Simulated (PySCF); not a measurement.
# Atomic charges against the basis set

C2H5NSi.
Numbering: `[CH3:1][SiH2:2][C:3]#[N:4]` (hydrogens: H5, H6, H7 on C1; H8, H9 on Si2)

PBE0 throughout (PySCF), one geometry, spherical d and f functions. Geometry: PBE0-D3(BJ)/def2-SVP; no solvent, vibrations or thermal averaging. Atoms taken as equivalent share a column and are averaged.

Mulliken charges (e):

```json
{"basis": "STO-3G", "functions": "29", "C1": "-0.397", "Si2": "+0.668", "C3": "-0.134", "N4": "-0.203", "H5/H6/H7": "+0.086", "H8/H9": "-0.097"}
{"basis": "6-31G", "functions": "50", "C1": "-0.826", "Si2": "+0.749", "C3": "-0.112", "N4": "-0.286", "H5/H6/H7": "+0.215", "H8/H9": "-0.085"}
{"basis": "pcSseg-0", "functions": "50", "C1": "-1.187", "Si2": "+1.008", "C3": "-0.244", "N4": "-0.385", "H5/H6/H7": "+0.279", "H8/H9": "-0.016"}
{"basis": "6-31G*", "functions": "70", "C1": "-0.777", "Si2": "+0.497", "C3": "+0.001", "N4": "-0.269", "H5/H6/H7": "+0.218", "H8/H9": "-0.053"}
{"basis": "cc-pVDZ", "functions": "85", "C1": "-0.270", "Si2": "+0.356", "C3": "-0.160", "N4": "-0.114", "H5/H6/H7": "+0.083", "H8/H9": "-0.030"}
{"basis": "def2-SVP", "functions": "85", "C1": "-0.364", "Si2": "+0.480", "C3": "-0.254", "N4": "-0.062", "H5/H6/H7": "+0.096", "H8/H9": "-0.043"}
{"basis": "aug-cc-pVDZ", "functions": "141", "C1": "+0.383", "Si2": "+0.249", "C3": "-0.062", "N4": "-0.345", "H5/H6/H7": "-0.210", "H8/H9": "+0.203"}
{"basis": "6-311+G(2d,p)", "functions": "146", "C1": "-0.689", "Si2": "+0.644", "C3": "-0.145", "N4": "-0.244", "H5/H6/H7": "+0.176", "H8/H9": "-0.046"}
{"basis": "def2-TZVP", "functions": "160", "C1": "-0.494", "Si2": "+0.271", "C3": "-0.215", "N4": "-0.037", "H5/H6/H7": "+0.156", "H8/H9": "+0.004"}
{"basis": "cc-pVTZ", "functions": "194", "C1": "-0.381", "Si2": "+0.319", "C3": "-0.195", "N4": "-0.069", "H5/H6/H7": "+0.118", "H8/H9": "-0.015"}
{"basis": "IGLO-III", "functions": "199", "C1": "-0.607", "Si2": "+0.773", "C3": "-0.045", "N4": "-0.313", "H5/H6/H7": "+0.157", "H8/H9": "-0.139"}
```

IAO charges (e):

```csv
basis,functions,C1,Si2,C3,N4,H5/H6/H7,H8/H9
STO-3G,29,-0.649,+0.769,-0.188,-0.155,+0.142,-0.101
6-31G,50,-0.704,+0.637,-0.136,-0.187,+0.174,-0.066
pcSseg-0,50,-0.709,+0.650,-0.143,-0.185,+0.173,-0.066
6-31G*,70,-0.710,+0.756,-0.158,-0.190,+0.167,-0.100
cc-pVDZ,85,-0.707,+0.751,-0.162,-0.184,+0.166,-0.099
def2-SVP,85,-0.701,+0.764,-0.164,-0.181,+0.163,-0.104
aug-cc-pVDZ,141,-0.718,+0.753,-0.151,-0.200,+0.170,-0.097
"6-311+G(2d,p)",146,-0.730,+0.784,-0.158,-0.200,+0.171,-0.105
def2-TZVP,160,-0.733,+0.794,-0.162,-0.197,+0.171,-0.108
cc-pVTZ,194,-0.731,+0.780,-0.161,-0.194,+0.172,-0.104
IGLO-III,199,-0.734,+0.793,-0.160,-0.200,+0.172,-0.107
```

Hirshfeld charges (e):

```csv
basis,functions,C1,Si2,C3,N4,H5/H6/H7,H8/H9
STO-3G,29,-0.113,+0.440,-0.075,-0.180,+0.020,-0.066
6-31G,50,-0.181,+0.373,-0.050,-0.188,+0.054,-0.058
pcSseg-0,50,-0.184,+0.396,-0.050,-0.187,+0.048,-0.060
6-31G*,70,-0.181,+0.367,-0.036,-0.195,+0.056,-0.062
cc-pVDZ,85,-0.191,+0.386,-0.043,-0.188,+0.055,-0.064
def2-SVP,85,-0.195,+0.391,-0.036,-0.192,+0.055,-0.066
aug-cc-pVDZ,141,-0.206,+0.397,-0.039,-0.203,+0.057,-0.060
"6-311+G(2d,p)",146,-0.197,+0.396,-0.039,-0.204,+0.056,-0.061
def2-TZVP,160,-0.201,+0.389,-0.036,-0.202,+0.057,-0.061
cc-pVTZ,194,-0.201,+0.388,-0.036,-0.199,+0.057,-0.061
IGLO-III,199,-0.203,+0.389,-0.035,-0.207,+0.057,-0.058
```

Some averages cover members that differ in this geometry, most widely: H5/H6/H7, Mulliken in aug-cc-pVDZ -0.260 to -0.185 e.

Question: Which scheme is steadiest as the basis changes?

Answer: Largest range over the bases for any column: Hirshfeld 0.09 e, IAO 0.16 e, Mulliken 1.57 e. Hirshfeld charges move least and Mulliken charges most, counted in e. Without the minimal STO-3G basis the ranges are Hirshfeld 0.03, IAO 0.16, Mulliken 1.57 e.

Question: How much do the charges still move between the two largest bases, cc-pVTZ and IGLO-III?

Answer: At most, over all atoms: Mulliken 0.454 e, IAO 0.013 e, Hirshfeld 0.008 e.

Question: What do the same runs give for the total energy, the frontier levels and the dipole moment?

Answer: 
| basis | energy (Eh) | HOMO (eV) | LUMO (eV) | μ (D) |
| --- | --- | --- | --- | --- |
| STO-3G | -418.1838 | -7.27 | 4.25 | 3.52 |
| 6-31G | -423.0815 | -9.45 | 0.00 | 3.97 |
| pcSseg-0 | -422.5244 | -9.78 | -0.29 | 4.02 |
| 6-31G* | -423.1528 | -9.30 | -0.16 | 3.88 |
| cc-pVDZ | -423.1776 | -9.33 | -0.19 | 3.83 |
| def2-SVP | -422.9827 | -9.45 | -0.29 | 3.82 |
| aug-cc-pVDZ | -423.1870 | -9.49 | -0.70 | 4.07 |
| 6-311+G(2d,p) | -423.2235 | -9.53 | -0.73 | 4.08 |
| def2-TZVP | -423.2356 | -9.50 | -0.56 | 4.01 |
| cc-pVTZ | -423.2333 | -9.47 | -0.47 | 3.96 |
| IGLO-III | -423.2391 | -9.52 | -0.60 | 4.05 |

The dipole is fixed by the density alone, so its range of 0.56 D shows that the density itself changes with the basis, not only its division among atoms.
